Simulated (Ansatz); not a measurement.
Saddle point of GaSiNH₈, closed shell (GaSiH₅ ([SiH3][GaH2]) + NH₃ → GaNH₄ ([NH2][GaH2]) + SiH₄; bonds formed: Si2–H5; dative contacts that become bonds: Ga1–N6; bonds broken: Ga1–Si2, H5–N6), PBE0-D4/def2-TZVP structure:

| atom | x (Å) | y (Å) | z (Å) |
| --- | --- | --- | --- |
| Ga1 | -0.4461 | 0.1301 | -1.2463 |
| Si2 | 0.5126 | -1.2461 | 0.9372 |
| H3 | 0.7393 | -0.0285 | -2.2482 |
| H4 | -1.8962 | -0.4372 | -1.3435 |
| H5 | 0.1089 | 0.4693 | 0.5287 |
| N6 | -0.2978 | 1.7111 | -0.0992 |
| H7 | 1.9388 | -1.1902 | 1.3646 |
| H8 | -0.3316 | -1.5477 | 2.1272 |
| H9 | 0.3869 | -2.4169 | 0.0124 |
| H10 | -1.1345 | 2.1578 | 0.2493 |
| H11 | 0.4200 | 2.3983 | -0.2822 |

Energies are electronic, without zero-point energy. Barriers and step energies count from the start structure reached by relaxing down the imaginary mode; all methods use the PBE0-D4 structures, on which another method's saddle can fall below an end. Computed with Ansatz 0.2.0 (basis: def2-TZVPP, with def2-QZVPP for the basis limit); correlated methods freeze the cores. Filled d shells of the heavier atoms are correlated. The def2 sets are not built for correlating such inner shells, so the correlated values are less sure here. B3LYP uses VWN-RPA correlation. Extrapolation: Hartree–Fock as exp(−7.88 √X), correlation as X^−2.97.

| method | barrier (kJ/mol) | step energy (kJ/mol) |
| --- | --- | --- |
| SPW92 | ? | 77.6 |
| PBE-D4 | 162.7 | 66.4 |
| BLYP-D4 | 169.0 | 47.4 |
| r2SCAN-D4 | 174.2 | 63.5 |
| B97M-V | 186.5 | 63.1 |
| PBE0-D4 | ? | 69.6 |
| B3LYP-D4 | 183.1 | 51.7 |
| r2SCAN0-D4 | 187.0 | 65.8 |
| BHLYP-D4 | ? | 53.5 |
| CAM-B3LYP-D4 | 190.0 | 50.4 |
| wB97X-V | 193.1 | 56.0 |
| wB97M-V | 191.1 | 55.2 |
| B2PLYP | 188.2 | 49.1 |
| PBE-QIDH | 191.8 | 64.4 |
| RPA on PBE | 190.2 | 52.4 |
| HF | 237.3 | 38.4 |
| MP2 | 189.2 | 51.8 |
| CCSD | 202.7 | 55.0 |
| CCSD(T) | 194.1 | 56.9 |

Task: Fill in the withheld barriers. (Judge from chemistry; the value comes from the calculation.)

Result: The calculation gives: PBE0-D4 180.4; BHLYP-D4 203.5; SPW92 149.4 kJ/mol. Each is the energy of the saddle less that of the start structure, by the same method.

For comparison, the barrier by CCSD(T) at an estimated basis limit (MP2 extrapolated from triple and quadruple zeta, plus CCSD(T) − MP2 in triple zeta) is 188.8 kJ/mol.

No T1 diagnostic of these runs exceeds 0.014. The end structure is not quite a true minimum (one mode of 53i cm⁻¹).

Labels in which every atom is bracketed show which atoms are joined, not bond orders.

For scale, one of the runs: CCSD(T)/def2-TZVPP, 233 basis functions, launched by `ansatz run in.yaml --threads 4 --pin off --events-out ev --progress --plain --max-ram 9574MiB`. Hardware: 4 CPU threads of an Arm Neoverse V2, shared host. Wall time 98 s; peak host memory 3.9 GiB.
